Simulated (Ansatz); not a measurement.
Input file for F₃HMoOS, SMILES `[OH][Mo]([F])([F])([F])=[S]`:

```yaml
crystal:
  periodic: [false, false, false]
  atoms:
    - {symbol: O, position_ang: [0.017757, -1.374868, 0.670957]}
    - {symbol: Mo, position_ang: [-0.032564, 0.328223, -0.044972]}
    - {symbol: F, position_ang: [1.815908, 0.350968, 0.018702]}
    - {symbol: F, position_ang: [-1.552952, -0.165013, -0.975583]}
    - {symbol: F, position_ang: [0.212589, 1.472501, -1.467931]}
    - {symbol: S, position_ang: [-0.677543, 1.508232, 1.526714]}
    - {symbol: H, position_ang: [0.278106, -2.187943, 0.226613]}
basis:
  gaussian: {orbitals: def2-TZVPP}
correlation: {method: ccsd_t}
output: {orbitals: {seedname: orbitals}}
```

```sh
$ ansatz run in.yaml --threads 2 --pin off --events-out ev --progress --plain --max-ram 22528MiB --backend cuda --devices 0, --max-vram 18GiB
```

The program prints (abridged):

```
Functional definition: HF
1553 factors; integrals over basis functions are off by at most 5.9e-4 eV
mean field evaluation 1: about -22821.6159 eV, gradient 8.1e1 eV
mean field evaluation 2: about -22821.9598 eV, gradient 8.1e1 eV
mean field evaluation 4: about -22832.8495 eV, gradient 1.6e1 eV
mean field evaluation 8: about -22833.3924 eV, gradient 1.5e0 eV
mean field evaluation 16: about -22833.4032 eV, gradient 4.8e-5 eV
mean field -22833.40322299 eV, -839.1120914081 hartree, gradient 2.2e-6 eV, S^2 0.000000; 0 other end points of the search recorded, 0 dependent functions left out; unrestricted orbitals would lower it
9 core orbitals not correlated: weight in the atoms' cores, before any rotation towards them, 1.000 or more for the frozen orbitals, at most 0.000 for the correlated occupied ones
reference -22833.40322299 eV, -839.1120914081 hartree; 24, 24 occupied and 203, 203 virtual orbitals, 1553 factors
second order -48.64066197 eV of doubles, -0.00000000 eV of singles
cycle   1  -43.94517781 eV  change     4.7e0 eV  update   3.6e-1
cycle   2  -46.26136329 eV  change    -2.3e0 eV  update   2.9e-1
cycle   3  -46.70577212 eV  change   -4.4e-1 eV  update   5.4e-2
cycle   4  -46.77455401 eV  change   -6.9e-2 eV  update   2.8e-2
cycle   5  -46.72758482 eV  change    4.7e-2 eV  update   9.8e-3
cycle   6  -46.71816252 eV  change    9.4e-3 eV  update   4.0e-3
cycle   7  -46.72229379 eV  change   -4.1e-3 eV  update   2.1e-3
cycle   8  -46.72176945 eV  change    5.2e-4 eV  update   1.0e-3
cycle   9  -46.72130913 eV  change    4.6e-4 eV  update   4.7e-4
cycle  10  -46.72224501 eV  change   -9.4e-4 eV  update   2.8e-4
cycle  11  -46.72208833 eV  change    1.6e-4 eV  update   1.3e-4
cycle  12  -46.72170718 eV  change    3.8e-4 eV  update   7.3e-5
cycle  13  -46.72186867 eV  change   -1.6e-4 eV  update   3.6e-5
cycle  14  -46.72178472 eV  change    8.4e-5 eV  update   2.6e-5
cycle  15  -46.72179235 eV  change   -7.6e-6 eV  update   1.3e-5
perturbative correction -2.55459325 eV, -0.0938795702 hartree
Total energy: -22882.67960858 eV, -840.9229651781 hartree
```

It took 6.5 s on 2 threads of an AMD EPYC 7R13 on a shared host and a share of an NVIDIA H100 80 GB, with 1.1 GiB of host memory at the peak.

MP2 recovers 98.7 % of the CCSD(T) correlation energy and the triples give 5.2 %; T1 = 0.0242.
